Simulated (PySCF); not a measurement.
System: sum formula Si2NH7, charge 0, multiplicity 1. 
Geometry from a B3LYP-D3(BJ)/def2-TZVP (Ansatz) optimisation:
SMILES: [SiH3]N[SiH3]
```xyz
10

Si     1.5374    -0.1545     0.2780
N     -0.0087    -0.3951    -0.4600
Si    -1.5332     0.3284    -0.0787
H      2.5841     0.0409    -0.7549
H      1.4386     1.0483     1.1322
H      1.9584    -1.3052     1.1173
H     -0.0383    -1.1112    -1.1744
H     -2.4596    -0.6104     0.6041
H     -2.2124     0.7953    -1.3121
H     -1.2684     1.4741     0.8178
```
Charge 0, spin multiplicity 1.

Dispersion corrections to the total energy (kcal/mol) from the dftd3 and dftd4 libraries through PySCF: D3(BJ) without and D4 with the three-body term, each with the damping fitted for the functional named.

```
functional      D3(BJ)          D4
----------  ----------  ----------
r2SCAN           -1.28       -1.07
PBE0             -4.04  (withheld)
CAM-B3LYP        -3.81       -3.82
B2GP-PLYP        -3.62       -1.88
TPSS        (withheld)       -6.02
B3LYP       (withheld)       -7.22
BP86             -7.72       -6.00
```

Task: Some entries are withheld; supply them.

Result: 
- PBE0, D4: -3.76
- TPSS, D3(BJ): -5.84
- B3LYP, D3(BJ): -8.26
